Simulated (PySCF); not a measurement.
A structure optimised at PBE-D3(BJ)/def2-SVP, used in a PySCF frequency run:

```
Si
N 1 1.7497
H 2 1.0230 1 115.72
C 2 1.4520 3 113.30 1 -152.09
H 4 1.1102 2 109.98 3 -172.70
H 4 1.1120 5 106.32 2 -120.72
H 4 1.1182 5 106.71 6 -114.30
H 1 1.5061 2 105.23 3 28.88
H 1 1.5184 8 107.62 2 122.64
C 1 1.8863 8 111.46 9 117.46
H 10 1.1083 1 110.91 8 59.10
H 10 1.1093 11 108.66 1 121.36
H 10 1.1094 11 108.18 12 116.23
```
Charge 0, spin multiplicity 1.

Write its SMILES and formula.

CN[SiH2]C, C₂H₉NSi

What are its rotational constants (standard atomic weights)?

9.6241, 3.5039, 2.8711 GHz
